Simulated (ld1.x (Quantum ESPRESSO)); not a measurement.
## What the settings do to the TM potential of boron (B)

Base potential:

* Element: B (Z = 5)
* Generator: ld1.x (Quantum ESPRESSO) 7.5
* Type: norm-conserving Troullier–Martins (Kleinman–Bylander form)
* Functional: LDA (PZ)
* Relativity: non-relativistic
* Frozen core: [He]
* Valence charge: 3
* Reference configuration: 2s1.75 2p1.25
* Partial waves: 2p (bound): rc 2.05 bohr; 2s (bound): rc 1.35 bohr
* Local potential: the s channel
* Core correction: a·sin(br)/r model core inside 1.30 bohr

Cutoffs, loose and tight: the cutoffs (Ry, on a coarse ladder) from which the occupation-weighted sum of valence levels, in a spherical-Bessel basis at the reference potential, stays within 10 and 1 mRy of its value at 400 Ry. They do not see the model core or the augmentation charge, which bear on the density cutoff. Test errors are all-electron minus pseudo excitation energies from the reference, over the configurations 2s2 2p1; 2s2 2p0; 2s1 2p0; 2s2 2p0.5; 2s1 2p2; 2s2 2p1.3; 2s1 2p1 (two spin-polarised tests are not counted in the largest error). A dash means not determined; rows that change the core or the reference have their own tests.

```csv
change,outcome,"cutoff, loose","cutoff, tight",bound ghosts,largest test error (meV)
base,generated,25 Ry,55 Ry,none,+139
core correction none,generated,25 Ry,55 Ry,none,+152
core correction a·sin(br)/r model core inside 0.60 bohr,generated,25 Ry,55 Ry,none,+79
core correction a·sin(br)/r model core inside 0.74 bohr,generated,25 Ry,55 Ry,none,+82
core correction a·sin(br)/r model core inside 0.94 bohr,generated,25 Ry,55 Ry,none,+99
core correction a·sin(br)/r model core inside 1.22 bohr,generated,25 Ry,55 Ry,none,+133
core correction a·sin(br)/r model core inside 1.44 bohr,generated,25 Ry,55 Ry,none,+146
core correction a·sin(br)/r model core inside 1.64 bohr,generated,25 Ry,55 Ry,none,+150
```

Question: What comes out with this change to the base: core correction a·sin(br)/r model core inside 1.04 bohr?

Answer: outcome: generated; cutoff, loose: 25 Ry; cutoff, tight: 55 Ry; bound ghosts: none; largest test error (meV): +112.
